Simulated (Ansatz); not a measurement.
This geometry of C₂H₇NOSi (12 atoms, charge 0, multiplicity 1) is a first-order saddle point.

These are results of RKS BLYP/6-31G* (Ansatz), not measurements.

```xyz
12
Properties=species:S:1:pos:R:3
C -1.366 1.015 1.179
Si 0.210 0.077 0.723
O 0.343 -1.544 1.098
C 0.254 -0.725 -1.019
N 1.155 -0.581 -1.974
H -1.345 2.049 0.790
H -1.481 1.073 2.276
H -2.256 0.507 0.774
H 1.418 0.909 1.066
H 0.060 -1.761 -0.122
H 1.328 -1.322 -2.665
H 1.758 0.247 -2.093
```

Problem. Which two structures does it join? (They come from a converged band through this point; their orientation in space is the band's.)

Solution. Bonds broken: O3–C4, C4–H10. Bonds formed: O3–H10.

First end point:

```xyz
12
Properties=species:S:1:pos:R:3
C -1.385 0.956 1.405
Si 0.187 0.403 0.521
O 0.650 -1.221 0.549
C 0.246 -0.745 -0.922
N 1.244 -0.788 -1.926
H -1.663 1.981 1.105
H -1.240 0.956 2.500
H -2.226 0.283 1.172
H 1.282 1.420 0.657
H -0.643 -1.319 -1.214
H 1.553 -1.749 -2.124
H 2.071 -0.231 -1.689
```

Last end point:

```xyz
12
Properties=species:S:1:pos:R:3
C -1.246 0.950 0.918
Si 0.260 -0.161 0.604
O 0.241 -1.597 1.500
C 0.209 -0.705 -1.199
N 1.103 -0.244 -2.042
H -1.122 1.934 0.430
H -1.375 1.127 1.999
H -2.173 0.495 0.531
H 1.500 0.547 1.104
H -0.311 -2.279 1.064
H 1.105 -0.541 -3.032
H 1.886 0.418 -1.844
```

Problem. How far does it lie above each of them?

Solution. 1.39 eV above the first and 0.75 eV above the second. This is the barrier of this one path; another mechanism may lie lower. The orbitals stay closed-shell, which can raise the energy where a bond breaks towards radicals; this wasn't checked here.

The run took 3.3 min on 2 threads of Arm Neoverse V2, with other jobs on the host, peak memory 0.13 GiB.
